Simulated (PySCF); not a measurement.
## Relaxation of triplet Ni2Te

All numbers come from PySCF, UPBE, basis Te def2-SVP with ECP28, Ni def2-SVP (scalar-relativistic core potentials, no spin–orbit coupling, density fitting). A (50,194) grid was used.

A start at the PBE0 minimum, of C2v symmetry, held to at least that symmetry:

Coordinates in bohr (charge 0 multiplicity 3):
```
Te    0.0000    0.0000   -1.8127
Ni    2.3516    0.0000    2.0322
Ni   -2.3516    0.0000    2.0322
```

Optimiser trace:
```
step  E − E(last) (kJ/mol)  largest gradient (Eh/bohr)
   0                 18.00                     0.02448
   1                 10.00                     0.01936
   2                  5.45                     0.02296
   3                  0.76                     0.00548
   4                  0.10                     0.00213
   5                  0.01                     0.00090
   6                  0.00                     0.00036
   7                  0.00                     0.00000
```

It ends at C2v with Ni–Ni 2.229 Å, Te–Ni 2.361 Å (×2); Ni–Ni–Te 61.8° (×2), Ni–Te–Ni 56.3°. No frequency check is given, so it may be a saddle point.

Final geometry:
Z-matrix (Å, degrees; charge 0 multiplicity 3):
```
Te
Ni 1 2.3612
Ni 1 2.3612 2 56.33
```

Open d and f shells are described by one determinant, and the ground state may have another occupation or spin. Spin–orbit coupling, left out here, can matter for elements this heavy.

The relaxation took 3.1 min on 4 threads of a shared Intel Xeon @ 2.50GHz (Skylake/Cascade Lake) host, with 88 basis functions and 8 gradients; the process peaked at 0.45 GiB. Launch command: `OMP_NUM_THREADS=4 python axn.py task.json out`.
